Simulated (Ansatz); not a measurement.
Reaction (cleavage of the Si–Si bond): `C#C[SiH2][SiH2]C` + `[SiH3]S` → `C#C[SiH2]S[SiH3]` + `C[SiH3]`

Computed with Ansatz on PBE0-D4/def2-TZVP structures; ΔE is electronic, products minus reactants. CCSD(T)/CBS adds triple-zeta CCSD(T) − MP2 to the extrapolated MP2 energy (def2 sets, frozen cores). This one scheme is used for every species. One conformer a species, not always the lowest.

| species | MP2/CBS(def2) energy (Eh) |
| --- | --- |
| `C#C[SiH2][SiH2]C` | -696.98389 |
| `[SiH3]S` | -689.21850 |
| `C#C[SiH2]S[SiH3]` | -1055.54324 |
| `C[SiH3]` | -330.68857 |

Task: Work out ΔE.

Result: ΔE = (-1055.54324) + (-330.68857) − (-696.98389) − (-689.21850) = -0.02942 Eh = -77.2 kJ/mol. CCSD(T)/CBS gives -66.0 kJ/mol.

Largest T1 diagnostic among the species: 0.012.

The D4 term adds −5.5 kJ/mol with B3LYP and −2.7 kJ/mol with PBE0; it sums over pairs of atoms, weighted by their polarisabilities, and B3LYP, whose exchange is more repulsive, gets the larger term. From PBE to PBE0 (25 % exact exchange), in def2-TZVPP and without D4, ΔE moves by −4.5 kJ/mol.

B3LYP here is the variant with VWN-RPA as its local correlation; programs differ in this.
